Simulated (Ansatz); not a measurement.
Basis-set extrapolation for C2H10AlNSi (PBE0-D4/def2-TZVP geometry, frozen core, Ansatz). Multiplicity 1, RHF reference.

|  | def2-TZVPP | def2-QZVPP |
| --- | --- | --- |
| HF | -666.942661 | -666.965633 |
| MP2 correlation | -0.779644 | -0.831444 |
| CCSD(T) correlation | -0.874009 | not run |

Energies in hartree. Use E(X) = E(∞) + A·exp(−7.88·√X) for Hartree–Fock and E(X) = E(∞) + B·X^(−2.97) for correlation, with X = 3 and 4, and add CCSD(T) minus MP2 of the smaller set to the MP2 limit.

Question: What is the CCSD(T) energy at the basis-set limit?

Answer: HF limit: -666.965633 + (-0.022972) × 0.13774 = -666.96880. MP2 limit: -0.831444 + (-0.051800) × 0.74074 = -0.86981. Higher-order term: -0.874009 − (-0.779644) = -0.09437. Total: -667.93298 hartree, 3.16 eV below CCSD(T)/def2-TZVPP.
